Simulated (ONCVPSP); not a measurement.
Before and after: ONCV potential for Ar

| Property | Result |
| --- | --- |
| Element | Ar |
| Generator | ONCVPSP 4.0.1 |
| Type | optimised norm-conserving Vanderbilt (ONCV) |
| Functional | BLYP |
| Relativity | scalar-relativistic |
| Frozen core | [Ne] |
| Valence charge | 8 |
| Reference configuration | 3s2 3p5.5 (charge +0.5) |
| Partial waves | 3s: rc 1.25 bohr, ncon 4, nbas 9, qcut 4.8 1/bohr, 2 projectors, debl 2.4 Ha; 3p: rc 1.30 bohr, ncon 4, nbas 8, qcut 5.7 1/bohr, 2 projectors, debl 3.4 Ha |
| Local potential | polynomial inside 1.00 bohr (lpopt 4, dvloc0 3 Ha) |
| Core correction | none |

Change: all radii scaled by about 1.29 (s 1.62, p 1.68 bohr); local potential polynomial inside 1.30 bohr (lpopt 4, dvloc0 3 Ha).

Cutoffs: the cutoffs (Ha) at which the residual kinetic energy of the hardest occupied pseudo-wave falls to 1 and 0.1 mHa per electron; they do not see the model core or the augmentation charge, which bear on the density cutoff. Errors are all-electron minus pseudo energies relative to the spin-unpolarised reference configuration.

Q: What does the change do?

A: The potential gets softer (87 Ha and 149 Ha → 12 Ha and 80 Ha); of the 4 tests that both files solve, the error grows in 2 and shrinks in 0 by more than 15 % and 0.3 meV (median size 2.1 → 6.7 meV); neither file shows a bound ghost. A larger radius leaves more room for a smooth pseudo-wave, so fewer plane waves are needed.

```tsv
quantity	base	changed
cutoff, loose	87 Ha	12 Ha
cutoff, tight	149 Ha	80 Ha
loose cutoff by channel	s 87 Ha, p 10 Ha	s 12 Ha, p 9.5 Ha
bound ghosts	none	none
GHOST(+) flags under 300 eV	none	none
error for 3s2 3p6, meV [ΔE -6.48 eV]	+1.1	+1.3
error for 3s2 3p5, meV [ΔE 9.44 eV]	-0.3	+0.1
error for 3s2 3p4, meV [ΔE 37.95 eV]	+8.2	+12
error for 3s1 3p6, meV [ΔE 24.03 eV]	-3.2	-15
```
